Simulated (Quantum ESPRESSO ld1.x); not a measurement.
All-electron atom: neutral rhenium in [Xe] 4f14 5d5 6p2 (not the ground configuration). Calculated with ld1.x of Quantum ESPRESSO 7.5: non-relativistic Kohn-Sham, LDA (Slater exchange, Perdew-Zunger correlation), spin-polarised, spherical densities, point nucleus; open shells are filled with parallel spins first; relativity is left out, which matters for an element this heavy.

Unscreened Slater integrals over Kohn-Sham orbitals (eV). They are taken over the spin-up orbitals.

\begin{tabular}{lr}
integral & value \\ \hline
F0(6p,6p) & 5.8844 \\
F2(6p,6p) & 3.1278 \\
F0(6p,5d) & 7.3504 \\
F2(6p,5d) & 2.2070 \\
G1(6p,5d) & 1.0757 \\
G3(6p,5d) & 0.83332 \\
F0(6p,5p) & 7.5900 \\
F2(6p,5p) & 1.4837 \\
G0(6p,5p) & 0.25430 \\
G2(6p,5p) & 0.33829 \\
F0(6p,4f) & 7.8728 \\
F2(6p,4f) & 0.61964 \\
G2(6p,4f) & 0.14363 \\
G4(6p,4f) & 0.13126 \\
F0(5d,5d) & 13.705 \\
F2(5d,5d) & 6.9954 \\
F4(5d,5d) & 4.5804 \\
F0(5d,5p) & 15.860 \\
F2(5d,5p) & 7.7321 \\
G1(5d,5p) & 9.3371 \\
G3(5d,5p) & 5.7358 \\
F0(5d,4f) & 17.994 \\
F2(5d,4f) & 3.9095 \\
F4(5d,4f) & 1.7879 \\
G1(5d,4f) & 1.3375 \\
G3(5d,4f) & 1.2143 \\
G5(5d,4f) & 0.95856 \\
F0(5p,5p) & 19.511 \\
F2(5p,5p) & 10.510 \\
F0(5p,4f) & 24.178 \\
F2(5p,4f) & 7.2116 \\
G2(5p,4f) & 2.7938 \\
G4(5p,4f) & 2.3337 \\
F0(4f,4f) & 44.265 \\
F2(4f,4f) & 21.638 \\
F4(4f,4f) & 13.702 \\
F6(4f,4f) & 9.8947 \\
\end{tabular}

Derived for the open shells (J is the average intra-shell exchange parameter used in DFT+U). 5d: Racah B = F2/49 - 5 F4/441 = 0.09083 eV, C = 35 F4/441 = 0.3635 eV, C/B = 4.00, F4/F2 = 0.655, J = (F2 + F4)/14 = 0.8268 eV. 6p: J = F2/5 = 0.6256 eV.
